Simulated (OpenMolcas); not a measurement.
**3s² 3p⁴ along the 16-electron sequence**

```
Program             : OpenMolcas
Method              : SS-CASPT2, IPEA 0.25 Eh, imaginary shift 0.1 Eh
Basis               : ANO-RCC-VQZP
Scalar Hamiltonian  : DKH2, point nucleus
Spin-orbit coupling : state interaction with AMFI integrals over the reference wave functions, term energies averaged over their components
```

Active space for each ion: 4 electrons in 3 orbitals (3p); closed shells correlated by CASPT2: 2s 2p 3s.

Computed levels in cm-1 above ³P₂:

| Level | S | Cl+ | Ar2+ |
| --- | --- | --- | --- |
| ³P₁ | 373 | 650 | 1045 |
| ³P₀ | 544 | 938 | 1488 |
| ¹D₂ | 9230 | 11700 | 14160 |
| ¹S₀ | 23040 | 29010 | 34570 |
| weight of ³P in the lowest level (%) | 100 | 100 | 100 |

Measured, with the error of the calculation in %. Measured levels: S, Cl+ from NIST Handbook of Basic Atomic Spectroscopic Data; Ar2+ from Saloman, J. Phys. Chem. Ref. Data 39, 033101 (2010).

```csv
Level,S,Cl+,Ar2+
³P₁,396 (-5.9),696 (-6.6),1112 (-6.0)
³P₀,574 (-5.2),996 (-5.9),1570 (-5.3)
¹D₂,9239 (-0.1),11654 (+0.4),14010 (+1.0)
¹S₀,22180 (+3.9),27878 (+4.0),33266 (+3.9)
```

The fine-structure level ³P₀ changes by a factor of 2.74 from S to Ar2+. Its fourth root runs 4.83, 5.53, 6.21, with steps per unit of Z of 0.70, 0.68; equal steps would mean a (Z - σ)^4 law with constant σ.

¹D₂ changes by a factor of 1.53 over the same range, with steps per unit of Z of +2470, +2460 cm-1.

CASPT2 breaks the degeneracy within a term, and the mean is taken; among the terms shown or strongly mixed into the levels shown the widest spread is 190 cm-1 (3s² 3p⁴ ¹D, Cl+). With the s shell closed, the reference lacks s² → p² mixing. Computed and measured levels are paired by configuration, term and J; levels that our copy of the source lacks, or whose pairing is in doubt (as where it misses far off the trend of its configuration), stay unpaired and out of the deviations. Levels of configurations outside the active space are missing.
